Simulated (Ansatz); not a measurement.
Born–Oppenheimer molecular dynamics of CH$_{4}$BrSi (7 atoms, charge 1, multiplicity 1). It starts from a relaxed structure.

Method: RKS B3LYP-D4/def2-SVP (Ansatz 0.2.0).

```yaml
ensemble: NVE (velocity Verlet)
time_step: 1 fs
steps_asked: 150
starting_velocities_drawn_for: 500 K
seed: 294927
```

Frames 2 fs apart, positions in Å.

Velocities at 80 fs (Å/ps):

```
C -2.62 3.55 -1.08
Si 1.06 -0.80 1.57
Br -0.21 0.18 -0.49
H 16.32 -26.49 -3.11
H 16.35 2.07 -22.00
H -16.21 -23.80 27.79
H 2.23 13.93 5.04
```

```xyz
7
Properties=species:S:1:pos:R:3 time_fs=80 energy_less_start_eV=0.120 T=319
C -0.668 0.494 -0.377
Si 0.763 -0.287 0.384
Br 0.915 -2.380 0.841
H -0.656 0.469 -1.478
H -0.712 1.491 0.072
H -1.620 -0.096 -0.145
H 2.045 0.444 0.579
7
Properties=species:S:1:pos:R:3 time_fs=82 energy_less_start_eV=0.155 T=271
C -0.677 0.498 -0.378
Si 0.766 -0.289 0.387
Br 0.914 -2.379 0.840
H -0.616 0.423 -1.486
H -0.685 1.507 0.023
H -1.631 -0.126 -0.090
H 2.043 0.470 0.592
7
Properties=species:S:1:pos:R:3 time_fs=84 energy_less_start_eV=0.077 T=385
C -0.690 0.496 -0.378
Si 0.770 -0.292 0.389
Br 0.914 -2.379 0.839
H -0.571 0.392 -1.487
H -0.671 1.546 -0.035
H -1.589 -0.110 -0.049
H 2.028 0.490 0.608
7
Properties=species:S:1:pos:R:3 time_fs=86 energy_less_start_eV=0.112 T=332
C -0.705 0.491 -0.377
Si 0.775 -0.294 0.392
Br 0.913 -2.378 0.838
H -0.530 0.371 -1.474
H -0.672 1.585 -0.102
H -1.532 -0.063 -0.020
H 2.002 0.502 0.627
7
Properties=species:S:1:pos:R:3 time_fs=88 energy_less_start_eV=0.154 T=271
C -0.712 0.489 -0.376
Si 0.781 -0.295 0.394
Br 0.913 -2.378 0.837
H -0.503 0.353 -1.452
H -0.685 1.595 -0.178
H -1.534 -0.031 0.014
H 1.977 0.508 0.649
7
Properties=species:S:1:pos:R:3 time_fs=90 energy_less_start_eV=0.117 T=323
C -0.712 0.490 -0.374
Si 0.786 -0.297 0.396
Br 0.912 -2.377 0.836
H -0.495 0.328 -1.437
H -0.708 1.580 -0.253
H -1.605 -0.024 0.053
H 1.964 0.515 0.676
7
Properties=species:S:1:pos:R:3 time_fs=92 energy_less_start_eV=0.175 T=239
C -0.709 0.489 -0.370
Si 0.790 -0.297 0.397
Br 0.911 -2.377 0.835
H -0.510 0.291 -1.441
H -0.733 1.569 -0.315
H -1.675 -0.005 0.065
H 1.968 0.524 0.706
7
Properties=species:S:1:pos:R:3 time_fs=94 energy_less_start_eV=0.121 T=318
C -0.708 0.483 -0.364
Si 0.794 -0.296 0.399
Br 0.911 -2.376 0.834
H -0.547 0.239 -1.452
H -0.756 1.582 -0.358
H -1.694 0.042 0.035
H 1.982 0.530 0.738
7
Properties=species:S:1:pos:R:3 time_fs=96 energy_less_start_eV=0.104 T=342
C -0.709 0.474 -0.357
Si 0.797 -0.295 0.401
Br 0.910 -2.376 0.833
H -0.602 0.181 -1.450
H -0.768 1.598 -0.384
H -1.668 0.102 -0.021
H 1.996 0.527 0.767
7
Properties=species:S:1:pos:R:3 time_fs=98 energy_less_start_eV=0.174 T=241
C -0.707 0.467 -0.355
Si 0.799 -0.291 0.403
Br 0.910 -2.375 0.833
H -0.664 0.125 -1.425
H -0.763 1.590 -0.397
H -1.659 0.142 -0.066
H 2.002 0.513 0.788
7
Properties=species:S:1:pos:R:3 time_fs=100 energy_less_start_eV=0.137 T=290
C -0.700 0.464 -0.358
Si 0.801 -0.287 0.406
Br 0.909 -2.375 0.832
H -0.721 0.075 -1.392
H -0.738 1.559 -0.401
H -1.708 0.145 -0.071
H 1.998 0.490 0.802
7
Properties=species:S:1:pos:R:3 time_fs=102 energy_less_start_eV=0.197 T=205
C -0.694 0.459 -0.362
Si 0.802 -0.283 0.408
Br 0.908 -2.374 0.831
H -0.764 0.030 -1.373
H -0.695 1.534 -0.404
H -1.759 0.132 -0.043
H 1.992 0.467 0.811
```

Of the whole run (150 fs, mean temperature of the second half 290 K): The conserved energy stayed within 1.2 meV per atom of its start (net change 0.61 meV per atom), so the integration is sound. A run of 0.15 ps of so small a system gives no equilibrium averages.

The run took 7.2 min on 1 thread of Arm Neoverse V1, on a shared host, peak memory 0.16 GiB.
